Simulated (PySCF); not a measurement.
# One molecule, several mistakes: AlBClH2O

All numbers below are calculated, not measured. They come from PySCF 2.14.0, an open-source quantum chemistry program, on an isolated molecule that a program drew, which may never have been made. The molecule is AlBClH2O (charge 0, doublet), drawn as the SMILES string `O[BH][Al][Cl]`.

Each row is a Hartree-Fock (HF) and frozen-core CCSD(T) single point in the cc-pV(D+d)Z basis, meant for a local HF minimum. Run 1 is clean. Each other run has one planted mistake out of seven kinds, and not every kind appears here: one electron removed, one electron added, multiplicity raised by two, geometry at a saddle point, minimal basis STO-3G, one bond length entered in bohr, all coordinates scaled. The reference is restricted for singlets and unrestricted otherwise, and also for a bond in bohr. Adding or removing an electron swaps singlet and doublet. Electrons count all cores. HOMO and LUMO are orbital energies over both spins, the gradient is its largest component, and the lowest frequency (negative if imaginary) is given only where the gradient is small. Bond lengths are over the 5 bonds as drawn. T1 is the CCSD diagnostic: over 0.02 (restricted) or 0.045 (unrestricted) a single reference is doubtful.

Geometry of the clean run:
```xyz
6
AlBClH2O, angstrom
O    -0.5830   -0.5390    2.2124
B     0.2161   -0.2425    1.1652
Al    0.3856    1.8529    0.5783
Cl   -0.7737    2.4837   -1.1183
H    -0.5979   -1.4577    2.4419
H     0.8461   -1.1235    0.6265
```

```
run,electrons,basis functions,<S^2>,HOMO (eV),LUMO (eV),gradient (hartree/bohr),lowest frequency (cm^-1),mean bond (Å),longest bond (Å),T1,HF (hartree),CCSD(T) (hartree),mistake
1,45,84,0.771,-7.93,1.00,3.0e-05,54,1.5678,2.183,0.0180,-802.21900,-802.71282,no fault
2,44,84,0.000,-16.52,-6.47,4.8e-02,-,1.5678,2.183,0.0208,-801.95359,-802.45153,one electron removed
3,45,30,0.766,-5.04,6.22,5.3e-02,-,1.5678,2.183,0.0192,-793.04356,-793.17300,minimal basis STO-3G
4,45,84,0.778,-8.42,0.56,6.3e-02,-,1.6870,2.349,0.0204,-802.19323,-802.69424,all coordinates scaled
5,45,84,3.756,-6.14,-1.56,6.9e-02,-,1.5678,2.183,0.0342,-802.08575,-802.56237,?
6,45,84,1.313,-8.46,0.71,1.6e-02,-,1.7830,2.286,0.0473,-802.11248,-802.60643,?
```

**Which mistake was planted in run 5, and what did it cost?**

Electrons, basis and geometry are unchanged, and <S^2> is 3.756, beside S(S+1) = 3.75 for a multiplicity of 4. So the mistake is: multiplicity raised by two. Subtracting run 1 and multiplying by 627.51 kcal/mol a hartree, the energy moved by 83.6 kcal/mol in HF and 94.4 kcal/mol in CCSD(T).

**Which mistake was planted in run 6, and what did it cost?**

The mean bond changes by a factor of 1.137 and the longest by 1.047, so the molecule wasn't scaled as a whole. A length L in bohr read as angstrom grows by (1/0.5292 - 1) L = 0.890 L. The 5 bonds together grew by 5 x 0.2152 = 1.076 Å, which gives L = 1.209 Å. That is bond B2-H6, 1.210 Å in the clean geometry. So the mistake is: one bond length entered in bohr. Subtracting run 1 and multiplying by 627.51 kcal/mol a hartree, the energy moved by 66.8 kcal/mol in HF and 66.8 kcal/mol in CCSD(T).

Cautions from the logs. Run 2: T1 is over the limit, so its CCSD(T) energy is less reliable; run 6: T1 is over the limit, so its CCSD(T) energy is less reliable.
